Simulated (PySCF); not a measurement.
Two species compared at the same levels of theory.

First species: C5H3OP.
SMILES with atom numbers: `[CH:1]#[C:2][c:3]1[o:4][cH:5][cH:6][p:7]1` (hydrogens: H8 on C1; H9 on C5; H10 on C6)

Second species: salicylaldehyde, C7H6O2.
Z-matrix (Å and degrees, GFN2-xTB geometry), rows numbered from 1:
```
O 
C   1  1.2194
C   2  1.4464  1  125.10
C   3  1.4010  2  120.64  1   179.99
C   4  1.3741  3  120.77  2   179.91
C   5  1.3943  4  119.61  3     0.07
C   6  1.3764  5  120.87  4    -0.01
C   7  1.3984  6  120.35  5    -0.05
O   8  1.3319  3  122.07  2    -0.00
H   2  1.1043  1  120.14  3  -179.96
H   4  1.0806  3  118.59  2    -0.09
H   5  1.0790  4  120.39  3  -179.94
H   6  1.0799  5  119.60  4   179.99
H   7  1.0786  6  121.58  5   179.94
H   9  0.9868  8  108.51  3    -0.04
```

Levels: wB97X-D/def2-SVPD for dipole moment, HOMO energy, LUMO energy, HOMO–LUMO gap, static isotropic polarisability and electronic spatial extent ⟨r²⟩ about the centre of nuclear charge; TDDFT wB97X-D/def2-SVPD for lowest singlet excitation; TDA wB97X-D/def2-SVPD for lowest triplet excitation (Tamm–Dancoff); GFN2-xTB for rotational constant A and rotational constant C. Geometries: GFN2-xTB. Each structure is a single optimised conformer of the isolated species, non-relativistic unless stated; the electronic structure was computed with PySCF and density fitting.

Dipoles, sizes and rotational constants follow the conformer. The torsions of the flexible species, by atom-mapped SMILES:
- `[O:1]=[CH:2][c:3]1[cH:4][cH:5][cH:6][cH:7][c:8]1[OH:9]`: O1–C2–C3–C4 180°, H–O9–C8–C7 180°

```tsv
property	column X	column Y
dipole moment	1.21 D	3.19 D
HOMO energy	-8.33 eV	-8.73 eV
LUMO energy	-0.09 eV	-0.40 eV
HOMO–LUMO gap	8.24 eV	8.33 eV
lowest singlet excitation	4.50 eV	4.18 eV
lowest triplet excitation (Tamm–Dancoff)	2.68 eV	3.29 eV
static isotropic polarisability	86.7 au	89.1 au
electronic spatial extent ⟨r²⟩ about the centre of nuclear charge	812 bohr²	1081 bohr²
rotational constant A	5.161 GHz	3.260 GHz
rotational constant C	1.375 GHz	1.029 GHz
```

Which column belongs to which species?

Column X is the first species and column Y the second. The first has 10 atoms and 56 electrons, the second 15 and 64.

How does each property change from the first species to the second?

dipole moment +1.98 D; HOMO energy -0.40 eV; LUMO energy -0.31 eV; HOMO–LUMO gap +0.09 eV; lowest singlet excitation -0.32 eV; lowest triplet excitation (Tamm–Dancoff) +0.61 eV; static isotropic polarisability +2.4 au; electronic spatial extent ⟨r²⟩ about the centre of nuclear charge +269 bohr²; rotational constant A -1.901 GHz; rotational constant C -0.346 GHz.

On the first: No computed singlet falls in the visible range (750 to 380 nm, 1.65 to 3.26 eV); S1 lies 1.24 eV above its blue end. S1 lies 3.74 eV below the HOMO–LUMO gap; its leading configuration is HOMO→LUMO, weight 0.94.

On the second: The principal polarisabilities are 50.5, 96.8 and 119.9 au; their mean is the isotropic value. The dipole matches unit charges of opposite sign 0.66 Å apart (1 e·Å = 4.8032 D).
